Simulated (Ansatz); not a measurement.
Reaction (formal exchange of groups at a Te–C bond): `OB(O)[Te]C(F)(F)F` + `C=CC(C)C` → `CC(C)[Te]B(O)O` + `C=CC(F)(F)F`

Computed with Ansatz on PBE0-D4/def2-TZVP structures; ΔE is electronic, products minus reactants. CBS: MP2 limit from def2 TZ/QZ plus the TZ coupled-cluster correction, frozen cores. def2 core potentials past Kr. For Te outer-core shells are correlated without core-valence functions, which leaves a few kJ/mol of doubt a bond. One conformer a species, not always the lowest.

Question: Is it downhill or uphill in electronic energy at CCSD(T)/CBS, and by how much? (Best estimate.)

Answer: Computed: Downhill: ΔE = -8.7 kcal/mol.

Question: What do these levels give: SCS-MP2/def2-TZVPP, CCSD(T)/def2-TZVPP, MP2/def2-QZVPP, SCS-MP2/def2-QZVPP, HF/CBS(def2), CCSD/CBS(def2)? (An estimate is asked.)

Answer: Ansatz gave: SCS-MP2/def2-TZVPP -9.5, CCSD(T)/def2-TZVPP -8.9, MP2/def2-QZVPP -9.8, SCS-MP2/def2-QZVPP -9.4, HF/CBS(def2) -9.6, CCSD/CBS(def2) -8.8 kcal/mol.

Largest T1 diagnostic among the species: 0.013.

From PBE to PBE0 (25 % exact exchange), in def2-TZVPP and without D4, ΔE moves by −1.6 kcal/mol.
